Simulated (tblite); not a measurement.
Compound: Cl₂H₅PSi₂.
Geometry (GFN2-xTB, Å), atoms numbered from 1 in this order:
```
atom  x, y, z in Å
Cl1    1.897    2.122    0.032
Si2    1.754    0.125   -0.114
P3    -0.116   -0.355   -1.250
Si4   -1.739   -0.040    0.262
Cl5   -2.053    1.935    0.426
H6     2.871   -0.386   -0.905
H7     1.801   -0.433    1.239
H8    -0.029   -1.718   -1.045
H9    -1.436   -0.563    1.597
H10   -2.941   -0.683   -0.264
```

Calculated harmonic vibrations of the isolated species, GFN2-xTB (tblite), most abundant isotopes, no scaling. Errors from tens to a few hundred cm⁻¹ against measured bands are possible. Modes of hydrogen on phosphorus and silicon can be 10 to 20 % off. One conformer, not necessarily the lowest.

Harmonic wavenumbers (cm⁻¹): 26.4, 30.3, 99.8, 109.0, 155.6, 412.6, 436.0, 468.2, 472.1, 523.8, 531.8, 550.9, 572.3, 628.8, 639.2, 697.4, 750.4, 778.8, 780.9, 2208.2, 2221.5, 2258.6, 2258.8, 2334.3.

A = 2029, B = 1002, C = 734.6 MHz; mass 161.904 u (most abundant isotopes); point group Cs, symmetry number 1.

Problem. Zero-point energy?

Solution. ½Σν̃ = 9973 cm⁻¹ = 119.30 kJ/mol.

Problem. Give the ideal-gas entropy at 400 K and 1 bar in the rigid-rotor, harmonic-oscillator model (classical rotation).

Solution. Translation 178.41, rotation 128.16, vibration 152.58: S = 459.1 J/(mol K).

Problem. And Cp and H(400 K) − H(0)?

Solution. Cp = 156.20 J/(mol K), of which vibrations give 122.94 (their classical limit is 24 R = 199.5); H(400 K) − H(0) = 41.58 kJ/mol without the zero-point energy, 28.28 from vibrations.

Problem. Blend soft modes into free rotors: weight 1/[1 + (100 cm⁻¹/ν̃)⁴] for the oscillator and the rest for a rotor with moment μB/(μ + B), μ = h/(8π²ν), B = 10⁻⁴⁴ kg m². What vibrational entropy results?

Solution. 131.39 J/(mol K) in place of 152.58, which changes −T·S at 400 K by +8.48 kJ/mol.

Problem. How do the functions run with temperature in this model?

Solution. 
```tsv
T (K)	S (J/(mol K))	Cp (J/(mol K))	H − H(0) (kJ/mol)	G − H(0) (kJ/mol)	ln q(vib)
150	339.4	88.4	9.66	-41.26	4.13
250	393.1	123.6	20.31	-77.96	6.52
298.15	416.0	136.7	26.59	-97.45	7.61
600	527.2	178.6	75.27	-241.02	13.82
900	603.6	198.2	132.05	-411.21	18.84
```

q(vib) and H(0) count from the zero-point level.

Problem. What must be added to the electronic energy to get the Gibbs energy at 400 K and 1 bar?

Solution. ZPE + [H(400 K) − H(0)] − T·S = 119.30 + 41.58 − 183.66 = -22.78 kJ/mol.

Problem. Which modes carry the vibrational entropy at 400 K?

Solution. 26.4 cm⁻¹: 27.89; 30.3 cm⁻¹: 26.75; 99.8 cm⁻¹: 16.88; 109.0 cm⁻¹: 16.15; 155.6 cm⁻¹: 13.25; 412.6 cm⁻¹: 5.76 J/(mol K); the other 18 give 45.91 together.

Hindered rotation and anharmonicity are outside this model. Other conformers, if any are populated, would add a mixing term that is left out.
